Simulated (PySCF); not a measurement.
A structure optimised at PBE0-D3(BJ)/def2-SVP, used in a PySCF frequency run:

```
Ge
H 1 1.5377
H 1 1.5377 2 110.76
C 1 1.9413 2 112.50 3 -126.88
H 4 1.0988 1 109.94 2 -176.98
H 4 1.0988 5 108.91 1 -120.52
H 4 1.1005 5 109.05 6 -118.90
Br 1 2.3218 2 106.42 3 115.27
```
Charge 0, spin multiplicity 1.

Write its SMILES, formula and point group.

[CH3][GeH2][Br], CH5BrGe, Cs

What are its rotational constants (standard atomic weights)?

10.531, 1.8628, 1.6323 GHz
